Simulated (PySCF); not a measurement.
InCl2, SMILES [Cl][In][Cl], multiplicity 2. Geometry optimised at B3LYP-D3(BJ)/def2-TZVP. The spin state was assumed, not searched. The isomer is the one that the SMILES or the coordinates give; other isomers of the formula were not compared. The def2 effective core potentials stand for the cores of In; spin–orbit coupling is left out.

Computed equilibrium geometry at B3LYP-D3(BJ)/def2-TZVP (PySCF confirms it by a frequency run) as a Z-matrix, and its point group:
point group C2v.
```
In
Cl 1 2.3859
Cl 1 2.3859 2 119.92
```
Charge 0, spin multiplicity 2.
